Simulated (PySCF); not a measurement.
WClH5, SMILES [Cl][WH5], multiplicity 1.

Geometry: B3LYP-D3(BJ)/def2-TZVP. The geometry has at least one imaginary mode, so it is a saddle point at that level. The multiplicity is an assumed one; no other spin state was optimised. The structure was generated by enumeration; whether it is a known compound was not checked. The def2 effective core potentials stand for the cores of W; spin–orbit coupling is left out.

Level of theory: ωB97X/def2-TZVPD (PySCF).

Computed frontier levels, gap, dipole moment and polarisability:
```json
{
  "highest_occupied_level": "-10.27 eV",
  "lowest_empty_level": "-1.52 eV",
  "orbital_gap": "8.75 eV",
  "dipole_moment": "1.56 D",
  "quadrupole, principal values (traceless, Buckingham form, about the centre of nuclear charge)": "-5.26, 1.78, 3.48 D·Å",
  "mean_static_polarisability": "65.6 bohr³ (9.72 Å³)",
  "polarisability_principal_values": "55.6, 58.4, 82.9 bohr³"
}
```
